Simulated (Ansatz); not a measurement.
Cl2F2H2SSi2 (`F[SiH](F)S[SiH](Cl)Cl`) from Hartree–Fock to CCSD(T)

Cartesian coordinates in Å:
```
F -2.136 0.973 -0.413
Si -1.262 0.673 0.872
F -0.183 1.830 0.943
S -0.326 -1.213 0.732
Si 1.110 -0.735 -0.770
Cl 2.854 -0.109 0.066
Cl 1.453 -2.442 -1.818
H -2.123 0.706 2.062
H 0.614 0.316 -1.674
```

The species carries charge 0 and has multiplicity 1. All single points use the PBE0-D4/def2-TZVP geometry. It is one conformer, not always the lowest. Frozen core, restricted reference, Ansatz 0.2.0. CBS rows extrapolate triple and quadruple zeta; past MP2 they add the triple-zeta difference.

```csv
basis,HF (Eh),MP2 corr.,CCSD corr.,(T),CCSD(T) total
def2-SVP,-2093.96568,?,?,-0.02154,?
def2-TZVPP,-2094.90492,-1.27704,?,-0.05188,?
def2-QZVPP,-2094.96964,?,–,–,–
CBS(def2),-2094.97856,-1.49411,-1.55068,as TZ,-2096.58112
```

Q: Fill in the withheld values. (An estimate is asked.)

A: Computed: def2-SVP MP2 corr.: -0.94236; def2-SVP CCSD corr.: -0.99582; def2-SVP CCSD(T) total: -2094.98304; def2-TZVPP CCSD corr.: -1.33361; def2-TZVPP CCSD(T) total: -2096.29041; def2-QZVPP MP2 corr.: -1.40174.
